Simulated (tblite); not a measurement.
C₅H₈B₂Cl₂.
Numbering: `[CH3:1][B:2]([CH3:3])[C@H:4]1[CH:5]=[C:6]1[B:7]([Cl:8])[Cl:9]` (hydrogens: H10, H11, H12 on C1; H13, H14, H15 on C3; H16 on C4; H17 on C5)

Computed with GFN2-xTB (tblite), gas phase: L-BFGS steps from a force-field or distance-geometry start until the largest atomic force falls under 0.01 eV/Å.

The end geometry, which sets the zero of energy:
```
atom  x, y, z in Å
C1     -0.8401    1.2328    0.8912
B2     -0.9155    0.0847   -0.1870
C3     -2.2899   -0.6158   -0.5131
C4      0.3665   -0.3674   -0.9370
C5      1.5022    0.5709   -1.2212
C6      1.7454   -0.2397   -0.2254
B7      2.5876   -0.7881    0.8971
Cl8     3.9777    0.0880    1.4380
Cl9     2.1825   -2.2768    1.6689
H10    -1.6958    1.9034    0.8446
H11    -0.8636    0.7873    1.8864
H12     0.0666    1.8316    0.8365
H13    -2.9883   -0.6005    0.3200
H14    -2.1783   -1.6450   -0.8464
H15    -2.7752   -0.0806   -1.3303
H16     0.2832   -1.1990   -1.6381
H17     1.8279    1.3262   -1.8940
```

**Question.** These geometries come from the run, each turned onto the end geometry. Order them by energy, lowest first.
A.
```
atom  x, y, z in Å
C1     -0.9449    0.6625    1.2985
B2     -0.9598    0.0042   -0.1232
C3     -2.2766   -0.0033   -0.9849
C4      0.3314   -0.7211   -0.6404
C5      1.3976   -0.0810   -1.4541
C6      1.7671   -0.3425   -0.2169
B7      2.7859   -0.2313    0.8915
Cl8     4.2494    0.6689    0.6515
Cl9     2.5265   -0.9436    2.4388
H10    -1.8556    1.2067    1.5196
H11    -0.8432   -0.1151    2.0557
H12    -0.0966    1.3297    1.4378
H13    -3.1203   -0.3723   -0.4039
H14    -2.2211   -0.5849   -1.9010
H15    -2.5219    1.0237   -1.2583
H16     0.1504   -1.7698   -0.8908
H17     1.6245    0.2812   -2.4295
```
B.
```
atom  x, y, z in Å
C1     -0.9429    0.5753    1.3733
B2     -0.9146   -0.0190   -0.0859
C3     -2.1416    0.1630   -1.0558
C4      0.2729   -0.9000   -0.5737
C5      1.2349   -0.1713   -1.4670
C6      1.6867   -0.3231   -0.2707
B7      2.7161   -0.1725    0.8827
Cl8     4.2360    0.7050    0.5032
Cl9     2.4658   -0.8011    2.5538
H10    -1.8887    1.0715    1.5725
H11    -0.8190   -0.2369    2.1007
H12    -0.1318    1.2937    1.5355
H13    -3.0224   -0.2794   -0.5786
H14    -1.9709   -0.3275   -2.0128
H15    -2.3431    1.2211   -1.2230
H16     0.2773   -1.9668   -0.7399
H17     1.2780    0.1800   -2.5240
```
C.
```
atom  x, y, z in Å
C1     -0.7703    1.1066    0.9556
B2     -0.9117    0.0489   -0.2041
C3     -2.3225   -0.5475   -0.5819
C4      0.3636   -0.4314   -0.9510
C5      1.4868    0.4967   -1.3024
C6      1.7450   -0.2435   -0.2571
B7      2.5719   -0.6496    0.9344
Cl8     3.9517    0.2966    1.3807
Cl9     2.1300   -2.0105    1.8979
H10    -1.5246    1.8890    0.9166
H11    -0.9189    0.5968    1.9072
H12     0.2083    1.5801    0.9977
H13    -2.9711   -0.6857    0.2811
H14    -2.2609   -1.4943   -1.1133
H15    -2.8496    0.1466   -1.2375
H16     0.2820   -1.3006   -1.6062
H17     1.7831    1.2139   -2.0275
```
D.
```
atom  x, y, z in Å
C1     -0.8369    0.9362    1.1218
B2     -0.9179   -0.0029   -0.1545
C3     -2.3410   -0.3490   -0.7555
C4      0.3799   -0.5728   -0.8220
C5      1.4512    0.2964   -1.4106
C6      1.7861   -0.2431   -0.2660
B7      2.6945   -0.4749    0.9096
Cl8     4.1261    0.4731    1.1141
Cl9     2.2357   -1.5888    2.1497
H10    -1.6689    1.6419    1.1875
H11    -0.9012    0.2923    2.0069
H12     0.0914    1.5000    1.2265
H13    -3.0744   -0.5820    0.0159
H14    -2.3560   -1.1510   -1.4914
H15    -2.7086    0.5506   -1.2517
H16     0.3076   -1.5503   -1.3058
H17     1.7252    0.8362   -2.2840
```
E.
```
atom  x, y, z in Å
C1     -0.7713    1.0591    0.9866
B2     -0.9138    0.0285   -0.1993
C3     -2.3359   -0.5126   -0.6193
C4      0.3720   -0.4678   -0.9197
C5      1.4686    0.4646   -1.3416
C6      1.7531   -0.1972   -0.2505
B7      2.5872   -0.5787    0.9456
Cl8     4.0076    0.3152    1.3539
Cl9     2.1263   -1.9199    1.9266
H10    -1.5288    1.8402    0.9657
H11    -0.9086    0.5308    1.9314
H12     0.2101    1.5294    1.0375
H13    -2.9952   -0.6698    0.2317
H14    -2.3071   -1.4271   -1.2077
H15    -2.8140    0.2455   -1.2409
H16     0.3061   -1.3848   -1.5076
H17     1.7366    1.1567   -2.1022
```

**Answer.** C (0.010 eV), E (0.018 eV), D (0.066 eV), A (0.148 eV), B (0.537 eV).

In the order of the answer:

```csv
step,E above end (eV),largest force (eV/Å),rms force component (eV/Å),rms distance from end (Å),rms bond change (Å),bond most changed (Å)
83,0.010,0.05,0.018,0.196,0.001,B7–Cl8 +0.002
70,0.018,0.10,0.032,0.259,0.001,B7–Cl8 -0.003
60,0.066,0.24,0.071,0.491,0.006,B2–C4 +0.014
47,0.148,0.18,0.049,0.926,0.007,B2–C4 +0.016
2,0.537,3.08,0.736,1.085,0.031,B7–Cl9 +0.078
```

What follows is the cost of the whole relaxation. Hardware: one thread of an Arm Neoverse N1 (shared host). Cost: 2.2 s wall.
